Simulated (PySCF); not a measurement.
C₂H₈BN₃, SMILES N1CCNB1N.

Coordinates come from a B3LYP-D3(BJ)/def2-SVP optimisation. This is a generated structure with no PubChem entry under its InChIKey; it may be hypothetical. One conformer was computed; it need not be the lowest.

All values below come from B3LYP-D3(BJ)/def2-SVP (PySCF).

No scaling factor is applied to the harmonic values.

Computed harmonic wavenumbers and intensities:
| mode | ν (cm⁻¹) | IR (km/mol) | Raman (Å⁴/amu) | depolarisation | moving atoms (share of kinetic energy) |
|---|---|---|---|---|---|
| 1 | 149 | 117.3 | 0.4 | 0.75 | H 57 %, N 40 % |
| 2 | 186 | 67.3 | 0.7 | 0.75 | H 48 %, N 37 %, C 11 % |
| 3 | 222 | 1.3 | 0.4 | 0.39 | H 48 %, C 27 %, N 25 % |
| 4 | 326 | 1.3 | 0.4 | 0.75 | N 45 %, H 37 %, B 11 % |
| 5 | 378 | 0.2 | 0.3 | 0.58 | H 97 % |
| 6 | 445 | 242.5 | 1.8 | 0.75 | H 90 % |
| 7 | 500 | 0.9 | 3.7 | 0.74 | H 70 %, N 24 % |
| 8 | 621 | 19.4 | 0.3 | 0.75 | B 71 %, N 17 % |
| 9 | 623 | 0.3 | 5.7 | 0.28 | N 50 %, H 26 %, C 17 % |
| 10 | 682 | 29.7 | 0.7 | 0.75 | C 34 %, H 30 %, N 28 % |
| 11 | 840 | 0.5 | 0.1 | 0.75 | H 68 %, N 27 % |
| 12 | 879 | 0.8 | 11.5 | 0.10 | N 81 %, H 16 % |
| 13 | 897 | 1.2 | 1.4 | 0.75 | H 63 %, C 20 %, N 15 % |
| 14 | 932 | 2.4 | 6.1 | 0.30 | C 56 %, H 39 % |
| 15 | 1063 | 6.7 | 4.1 | 0.75 | H 47 %, C 28 %, N 24 % |
| 16 | 1114 | 14.0 | 4.7 | 0.75 | H 48 %, C 32 %, N 19 % |
| 17 | 1121 | 25.2 | 0.7 | 0.08 | H 44 %, C 41 %, N 15 % |
| 18 | 1187 | 5.7 | 9.4 | 0.69 | H 75 %, N 12 %, C 9 % |
| 19 | 1213 | 0.7 | 10.5 | 0.75 | H 88 % |
| 20 | 1274 | 78.3 | 1.5 | 0.75 | H 45 %, B 40 %, C 9 % |
| 21 | 1274 | 1.8 | 7.9 | 0.75 | H 77 %, C 8 % |
| 22 | 1316 | 4.7 | 7.1 | 0.75 | H 58 %, C 24 %, N 17 % |
| 23 | 1381 | 137.8 | 4.2 | 0.22 | H 54 %, C 25 %, B 18 % |
| 24 | 1445 | 77.5 | 1.9 | 0.75 | H 46 %, N 21 %, B 20 %, C 13 % |
| 25 | 1502 | 98.2 | 5.5 | 0.42 | H 72 %, C 11 %, B 10 % |
| 26 | 1506 | 21.8 | 17.8 | 0.75 | H 84 % |
| 27 | 1519 | 33.9 | 15.9 | 0.55 | H 73 %, B 15 %, N 10 % |
| 28 | 1606 | 349.1 | 5.2 | 0.54 | H 53 %, N 24 %, B 23 % |
| 29 | 2951 | 60.4 | 243.6 | 0.16 | H 93 % |
| 30 | 2956 | 112.1 | 47.3 | 0.75 | H 94 % |
| 31 | 3035 | 78.2 | 151.2 | 0.18 | H 92 %, C 8 % |
| 32 | 3039 | 65.4 | 125.3 | 0.75 | H 91 %, C 9 % |
| 33 | 3626 | 34.0 | 99.5 | 0.15 | H 96 % |
| 34 | 3633 | 0.1 | 241.0 | 0.23 | H 93 % |
| 35 | 3633 | 19.9 | 22.9 | 0.74 | H 93 % |
| 36 | 3723 | 21.0 | 69.0 | 0.75 | H 91 %, N 9 % |
